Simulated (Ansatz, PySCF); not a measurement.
H₃As, triplet, at the geometry of the source list (a higher spin typed on purpose: for a closed-shell molecule this is an excited state). Base run: PySCF with REVPBE/def2-SVP.

The PySCF input:
```python
from pyscf import gto, scf, dft

mol = gto.Mole()
mol.atom = '''
    As    0.004000   -0.002600    0.658800
    H    -0.720900   -0.972000   -0.225500
    H    -0.489900    1.115700   -0.208300
    H     1.206800   -0.141100   -0.225000
'''
mol.basis = 'def2-svp'
mol.charge = 0
mol.spin = 2
mol.verbose = 3
mol.build()

mf = dft.UKS(mol)
mf.xc = 'revpbe'
mf.kernel()
```

The same geometry, method and basis name were run in Ansatz (a quantum-chemistry and plane-wave program) and PySCF, at each program's defaults and at the settings that a row names. The base is PySCF at its defaults. Differences at the defaults can come from grids, fitting, cores and function types together.

```tsv
code and settings	ΔE vs base (mEh)	basis functions	E (Eh)	SCF cycles	dipole (D)
PySCF, defaults (exact integrals, its default grid, spherical functions)	0.000	47	-2236.97924	21	0.60
Ansatz, defaults (factorised integrals, its default grid, spherical functions)	-0.001	47	-2236.97924	-	-
PySCF, density fitting with def2-universal-jkfit	-0.092	47	-2236.97933	21	0.60
PySCF, fine grid	0.000	47	-2236.97924	21	0.60
Ansatz, high accuracy	0.000	47	-2236.97924	-	-
```

Open shells are given as the SCF converged; they aren't shown to be the lowest states, and a large step between rows can be another state.
